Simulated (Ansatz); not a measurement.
Ansatz (a quantum-chemistry and plane-wave program) input file for Ge(H)(Cl)2(vinyl) (C2H4Cl2Ge), SMILES C=[CH][GeH]([Cl])[Cl], PBE-D3(BJ)/def2-SVP. 

Ansatz 0.2 input:
```yaml
crystal:
  periodic: [false, false, false]
  atoms:
    - {symbol: Ge, position_ang: [0.12192569, -0.30769640, -0.38685032]}
    - {symbol: Cl, position_ang: [0.43632760, 1.82960485, -0.47878288]}
    - {symbol: Cl, position_ang: [1.31105086, -1.09489094, 1.23959227]}
    - {symbol: C, position_ang: [-1.73700177, -0.62828535, -0.00524711]}
    - {symbol: C, position_ang: [-2.63233575, 0.35914671, 0.11464297]}
    - {symbol: H, position_ang: [0.68176178, -0.91612748, -1.67411677]}
    - {symbol: H, position_ang: [-2.04054633, -1.67539079, 0.12690104]}
    - {symbol: H, position_ang: [-3.68520534, 0.15153977, 0.33867078]}
    - {symbol: H, position_ang: [-2.34704055, 1.41095841, -0.00237994]}
basis:
  gaussian:
    orbitals: def2-SVP
hamiltonian:
  xc: pbe
  dispersion: d3bj
relax: {f_tol: 0.002, max_steps: 200}
```

Log of the run:

```
WARN ansatz: RAYON_NUM_THREADS=1 ignored (pool sized by the plan → 1); use --threads N
Functional definition: PBE
integrals: 0.07 GiB planned
1289 factors; their error is unknown
mean field: 0.34 GiB planned
mean field evaluation 1: about -83659.0878 eV, gradient 5.4e1 eV
mean field evaluation 2: about -83640.7626 eV, gradient 9.6e1 eV
mean field evaluation 4: about -83665.9681 eV, gradient 9.2e0 eV
mean field evaluation 8: about -83666.1992 eV, gradient 2.5e-1 eV
mean field evaluation 16: about -83666.1197 eV, gradient 4.9e-4 eV
mean field -83666.11970612 eV, -3074.6731882672 hartree, gradient 2.1e-5 eV, S^2 0.000000; 0 other end points of the search recorded, 0 dependent functions left out
the calculation of the forces begins
reference -83666.11973942 eV, -3074.6731894908 hartree; 41, 41 occupied and 75, 75 virtual orbitals, 1289 factors
relax step   1: F+E_penalty+E_count = -83666.37273208 eV  Δ(F+E_penalty+E_count) = +0.000e0 eV  max|allowed force component| = 2.550e-1 eV/Å  Δτ_max = 0.0000 Å  (28 SCF iters, accepted)
these checks for a lower state are left out or cut short: starts, cluster_reference, orbital_swaps, neighbouring_geometries, increment
integrals: 0.07 GiB planned
1289 factors; their error is unknown
mean field: 0.34 GiB planned
mean field -83666.13207439 eV, -3074.6736427926 hartree, gradient 1.1e-5 eV, S^2 0.000000; 0 other end points of the search recorded, 0 dependent functions left out
the calculation of the forces begins
reference -83666.13210783 eV, -3074.6736440215 hartree; 41, 41 occupied and 75, 75 virtual orbitals, 1289 factors
relax step   2: F+E_penalty+E_count = -83666.38358289 eV  Δ(F+E_penalty+E_count) = -1.085e-2 eV  max|allowed force component| = 6.200e-2 eV/Å  Δτ_max = 0.0177 Å  (31 SCF iters, accepted)
these checks for a lower state are left out or cut short: starts, cluster_reference, orbital_swaps, neighbouring_geometries, increment
integrals: 0.07 GiB planned
1289 factors; their error is unknown
mean field: 0.34 GiB planned
mean field evaluation 32: about -83666.1329 eV, gradient 1.1e-5 eV
mean field -83666.13286543 eV, -3074.6736718630 hartree, gradient 1.1e-5 eV, S^2 0.000000; 0 other end points of the search recorded, 0 dependent functions left out
the calculation of the forces begins
reference -83666.13289890 eV, -3074.6736730928 hartree; 41, 41 occupied and 75, 75 virtual orbitals, 1289 factors
relax step   3: F+E_penalty+E_count = -83666.38411215 eV  Δ(F+E_penalty+E_count) = -5.293e-4 eV  max|allowed force component| = 3.082e-2 eV/Å  Δτ_max = 0.0079 Å  (31 SCF iters, accepted)
these checks for a lower state are left out or cut short: starts, cluster_reference, orbital_swaps, neighbouring_geometries, increment
integrals: 0.07 GiB planned
1289 factors; their error is unknown
mean field: 0.34 GiB planned
mean field -83666.13290882 eV, -3074.6736734575 hartree, gradient 1.1e-5 eV, S^2 0.000000; 0 other end points of the search recorded, 0 dependent functions left out
the calculation of the forces begins
reference -83666.13294230 eV, -3074.6736746878 hartree; 41, 41 occupied and 75, 75 virtual orbitals, 1289 factors
relax step   4: F+E_penalty+E_count = -83666.38411776 eV  Δ(F+E_penalty+E_count) = -5.610e-6 eV  max|allowed force component| = 2.262e-2 eV/Å  Δτ_max = 0.0101 Å  (31 SCF iters, accepted)
these checks for a lower state are left out or cut short: starts, cluster_reference, orbital_swaps, neighbouring_geometries, increment
integrals: 0.07 GiB planned
1289 factors; their error is unknown
mean field: 0.34 GiB planned
mean field -83666.13275975 eV, -3074.6736679793 hartree, gradient 1.0e-5 eV, S^2 0.000000; 0 other end points of the search recorded, 0 dependent functions left out
the calculation of the forces begins
reference -83666.13279322 eV, -3074.6736692090 hartree; 41, 41 occupied and 75, 75 virtual orbitals, 1289 factors
relax step   5: F+E_penalty+E_count = -83666.38418008 eV  Δ(F+E_penalty+E_count) = -6.233e-5 eV  max|allowed force component| = 1.482e-2 eV/Å  Δτ_max = 0.0063 Å  (31 SCF iters, accepted)
these checks for a lower state are left out or cut short: starts, cluster_reference, orbital_swaps, neighbouring_geometries, increment
integrals: 0.07 GiB planned
1289 factors; their error is unknown
mean field: 0.34 GiB planned
mean field -83666.13282814 eV, -3074.6736704925 hartree, gradient 1.1e-5 eV, S^2 0.000000; 0 other end points of the search recorded, 0 dependent functions left out
the calculation of the forces begins
reference -83666.13286160 eV, -3074.6736717221 hartree; 41, 41 occupied and 75, 75 virtual orbitals, 1289 factors
relax step   6: F+E_penalty+E_count = -83666.38421489 eV  Δ(F+E_penalty+E_count) = -3.480e-5 eV  max|allowed force component| = 3.914e-3 eV/Å  Δτ_max = 0.0070 Å  (31 SCF iters, accepted)
these checks for a lower state are left out or cut short: starts, cluster_reference, orbital_swaps, neighbouring_geometries, increment
integrals: 0.07 GiB planned
1289 factors; their error is unknown
mean field: 0.34 GiB planned
mean field -83666.13286917 eV, -3074.6736720004 hartree, gradient 1.9e-5 eV, S^2 0.000000; 0 other end points of the search recorded, 0 dependent functions left out
the calculation of the forces begins
reference -83666.13290264 eV, -3074.6736732301 hartree; 41, 41 occupied and 75, 75 virtual orbitals, 1289 factors
relax step   7: F+E_penalty+E_count = -83666.38422086 eV  Δ(F+E_penalty+E_count) = -5.979e-6 eV  max|allowed force component| = 1.181e-3 eV/Å  Δτ_max = 0.0018 Å  (21 SCF iters, accepted)
integrals: 0.07 GiB planned
1289 factors; their error is unknown
mean field: 0.34 GiB planned
mean field evaluation 64: about -83639.5672 eV, gradient 9.8e1 eV
mean field -83666.13286917 eV, -3074.6736720004 hartree, gradient 1.9e-5 eV, S^2 0.000000; 1 other end points of the search recorded, 0 dependent functions left out
the calculation of the forces begins
reference -83666.13290264 eV, -3074.6736732301 hartree; 41, 41 occupied and 75, 75 virtual orbitals, 1289 factors
Total energy: -83666.38425433 eV, -3074.6829102344 hartree
Atom 0 at     0.127821    -0.309108    -0.385952 Å, force    -0.000775    -0.000974     0.000001 eV/Å
Atom 1 at     0.432355     1.845232    -0.484091 Å, force     0.000501     0.000084    -0.000035 eV/Å
Atom 2 at     1.325601    -1.099200     1.251841 Å, force     0.000175     0.000310     0.000090 eV/Å
Atom 3 at    -1.744570    -0.634864    -0.004464 Å, force     0.000041     0.001181    -0.000587 eV/Å
Atom 4 at    -2.638478     0.361603     0.117063 Å, force     0.000285    -0.000213    -0.000088 eV/Å
Atom 5 at     0.694242    -0.923273    -1.687243 Å, force    -0.000024     0.000198     0.000062 eV/Å
Atom 6 at    -2.046676    -1.689564     0.123549 Å, force     0.000355    -0.000724     0.000237 eV/Å
Atom 7 at    -3.700304     0.160162     0.339536 Å, force    -0.000273     0.000070    -0.000096 eV/Å
Atom 8 at    -2.341055     1.417870     0.002191 Å, force    -0.000284     0.000067     0.000415 eV/Å
Dipole moment:    -0.448038    -0.196625    -0.197150 e Å
```

The calculation finished and met its thresholds.

Cost: about 22 core-seconds (a rough figure).
